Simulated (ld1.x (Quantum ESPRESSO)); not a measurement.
# chlorine (Cl) TM: all-electron and pseudo phase curves

```json
{
  "Element": "Cl",
  "Generator": "ld1.x (Quantum ESPRESSO) 7.5",
  "Type": "norm-conserving Troullier–Martins (Kleinman–Bylander form)",
  "Functional": "PBE",
  "Relativity": "non-relativistic",
  "Frozen core": "[Ne]",
  "Valence charge": "7",
  "Reference configuration": "3s1.75 3p5.25",
  "Partial waves": "3p (bound): rc 1.15 bohr; 3d channel at -0.15 Ry: rc 1.10 bohr; 3s (bound): rc 1.40 bohr",
  "Local potential": "the s channel",
  "Core correction": "Bessel-smoothed model core, default radius (core density twice the valence density)"
}
```

The phase is arctan(r·u′/u) with u = r·R(r), unwrapped; energies in Ry, scanned from -4 to 5 Ry. A pole is an energy at which the radial function vanishes at the test radius. The pseudo phase is shifted by a multiple of π to meet the all-electron one at the reference energy, and phase errors are pseudo minus all-electron; the curves can meet again beyond the range given. Levels narrower than the energy grid can be missing from the lists of poles.

```csv
channel,radius (bohr),reference energy (Ry),"poles, all-electron","poles, pseudo",unbroken range about the reference energy with phases within 0.05 rad,phase error 1 Ry above the reference energy (rad)
s,1.55,-1.52,2.83,2.62,the whole range,-0.002
p,1.55,-0.64,4.06,3.80,the whole range,-0.003
d,1.55,-0.15,4.90,none,the whole range,+0.002
```

Phases in the s channel:

```json
{"E (Ry)": "-4.00", "all-electron": "0.972", "pseudo": "0.968"}
{"E (Ry)": "-3.52", "all-electron": "0.855", "pseudo": "0.851"}
{"E (Ry)": "-3.04", "all-electron": "0.673", "pseudo": "0.669"}
{"E (Ry)": "-2.56", "all-electron": "0.381", "pseudo": "0.377"}
{"E (Ry)": "-2.08", "all-electron": "-0.053", "pseudo": "-0.055"}
{"E (Ry)": "-1.60", "all-electron": "-0.527", "pseudo": "-0.527"}
{"E (Ry)": "-1.12", "all-electron": "-0.880", "pseudo": "-0.881"}
{"E (Ry)": "-0.64", "all-electron": "-1.104", "pseudo": "-1.105"}
{"E (Ry)": "-0.16", "all-electron": "-1.246", "pseudo": "-1.249"}
{"E (Ry)": "0.32", "all-electron": "-1.341", "pseudo": "-1.345"}
{"E (Ry)": "0.80", "all-electron": "-1.409", "pseudo": "-1.415"}
{"E (Ry)": "1.28", "all-electron": "-1.461", "pseudo": "-1.468"}
{"E (Ry)": "1.76", "all-electron": "-1.502", "pseudo": "-1.511"}
{"E (Ry)": "2.24", "all-electron": "-1.536", "pseudo": "-1.546"}
{"E (Ry)": "2.72", "all-electron": "-1.565", "pseudo": "-1.577"}
{"E (Ry)": "3.20", "all-electron": "-1.590", "pseudo": "-1.605"}
{"E (Ry)": "3.68", "all-electron": "-1.613", "pseudo": "-1.630"}
{"E (Ry)": "4.16", "all-electron": "-1.634", "pseudo": "-1.655"}
{"E (Ry)": "4.64", "all-electron": "-1.654", "pseudo": "-1.680"}
```
